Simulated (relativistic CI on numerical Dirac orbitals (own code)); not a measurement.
Crystal-field levels of Co+, 3d8

Calculated by Dirac-Coulomb-Breit CI, orbitals from a KLI potential per configuration, model QED (radiative potential, 1s self-energy scaled to tabulated hydrogen-like ionisation energies), valence Slater integrals scaled by 0.65, one configuration in a parametric crystal field (own radial code).

Field parameters in Wybourne normalisation: D3d B²₀ = −7Dσ, B⁴₀ = −14Dq − 21Dτ, B⁴₃ = −14√(10/7) Dq; D4h B²₀ = −7Ds, B⁴₀ = 21(Dq − Dt), B⁴₄ = 21√(5/14) Dq; Td as Oh with Dq negative (B⁴₀ = 21Dq, B⁴₄ = √(5/14) B⁴₀). The field is a parameter set, without covalency.

S and J are read from ⟨S²⟩ = S(S + 1) and ⟨J²⟩ = J(J + 1) of each level; they are not fictitious spins.

D4h, 10Dq = 6700, Ds = -880, Dt = 690 cm⁻¹, the lowest 16 levels:

| E (cm⁻¹) | Degeneracy | Irrep | S | J |
| --- | --- | --- | --- | --- |
| 0.0 | 1 | B2 | 1.00 | 3.86 |
| 98.2 | 2 | E | 1.00 | 3.75 |
| 676 | 1 | A1 | 1.00 | 3.81 |
| 873 | 1 | A2 | 1.00 | 3.49 |
| 1077 | 1 | B1 | 1.00 | 3.25 |
| 1100 | 2 | E | 1.00 | 3.14 |
| 1412 | 1 | B2 | 1.00 | 2.53 |
| 2481 | 1 | A1 | 1.00 | 3.13 |
| 2487 | 2 | E | 1.00 | 3.02 |
| 5216 | 1 | A2 | 1.00 | 3.39 |
| 5265 | 1 | A1 | 1.00 | 3.16 |
| 5390 | 2 | E | 1.00 | 3.28 |
| 5477 | 1 | B1 | 0.99 | 3.12 |
| 5756 | 1 | B2 | 1.00 | 2.67 |
| 7136 | 1 | B1 | 0.97 | 2.83 |
| 7155 | 2 | E | 1.00 | 2.97 |

Td, 10Dq = -2700 cm⁻¹, the lowest 10 levels:

| E (cm⁻¹) | Degeneracy | Irrep | S | J |
| --- | --- | --- | --- | --- |
| 0.0 | 1 | A1 | 1.00 | 3.99 |
| 257 | 3 | T1 | 1.00 | 3.79 |
| 704 | 2 | E | 1.00 | 3.47 |
| 884 | 3 | T2 | 1.00 | 3.08 |
| 2870 | 3 | T1 | 1.00 | 3.25 |
| 2925 | 3 | T2 | 1.00 | 3.25 |
| 3025 | 2 | E | 1.00 | 2.77 |
| 3131 | 1 | A2 | 1.00 | 3.00 |
| 5714 | 3 | T2 | 1.00 | 2.94 |
| 10328 | 3 | T2 | 0.09 | 2.17 |

D3d, 10Dq = 4250, Dσ = 520, Dτ = -80 cm⁻¹, the lowest 16 levels:

| E (cm⁻¹) | Degeneracy | Irrep | S | J |
| --- | --- | --- | --- | --- |
| 0.0 | 2 | E | 1.00 | 3.48 |
| 15.1 | 1 | A1 | 1.00 | 3.45 |
| 3727 | 1 | A2 | 1.00 | 3.55 |
| 3732 | 2 | E | 1.00 | 3.54 |
| 4112 | 2 | E | 1.00 | 3.56 |
| 4304 | 2 | E | 1.00 | 3.16 |
| 4356 | 1 | A1 | 1.00 | 3.15 |
| 4408 | 1 | A2 | 1.00 | 3.08 |
| 6303 | 1 | A1 | 1.00 | 3.81 |
| 6531 | 1 | A2 | 1.00 | 3.37 |
| 6691 | 2 | E | 1.00 | 3.24 |
| 7053 | 2 | E | 0.99 | 2.61 |
| 7889 | 2 | E | 0.99 | 2.86 |
| 7949 | 1 | A1 | 1.00 | 2.80 |
| 10588 | 2 | E | 0.08 | 2.54 |
| 13161 | 1 | A1 | 0.24 | 2.18 |

D4h, 10Dq = 6750, Ds = 2560, Dt = 760 cm⁻¹, the lowest 10 levels:

```tsv
E (cm⁻¹)	Degeneracy	Irrep	S	J
0.0	1	A1	0.99	3.77
71.5	1	A2	1.00	3.70
372	2	E	1.00	3.44
666	1	B2	1.00	3.20
813	1	B1	1.00	2.76
1938	1	A1	0.86	2.82
2276	2	E	1.00	2.72
2763	2	E	1.00	3.16
2881	1	B2	1.00	2.87
3424	1	A1	0.32	3.11
```

D3d, 10Dq = 5850, Dσ = 530, Dτ = -460 cm⁻¹, the lowest 10 levels:

```tsv
E (cm⁻¹)	Degeneracy	Irrep	S	J
0.0	1	A1	1.00	3.44
4.1	2	E	1.00	3.44
3210	1	A2	1.00	3.69
3327	1	A1	1.00	3.41
3411	2	E	1.00	3.48
3627	2	E	1.00	3.19
5162	2	E	1.00	3.16
5182	1	A2	1.00	3.19
6779	1	A1	1.00	3.33
6815	2	E	0.99	3.17
```

The free-ion ground term has S = 1. Every field shown keeps that spin.

Levels of this model without a field, named by their leading LS term (the scale mimics covalency, so terms lie below those of the real free ion): 3F_4 0, 3F_3 887, 3F_2 1484, 1D_2 9488, 3P_2 11600, 3P_1 11874, 3P_0 12042, 1G_4 14711 cm⁻¹.
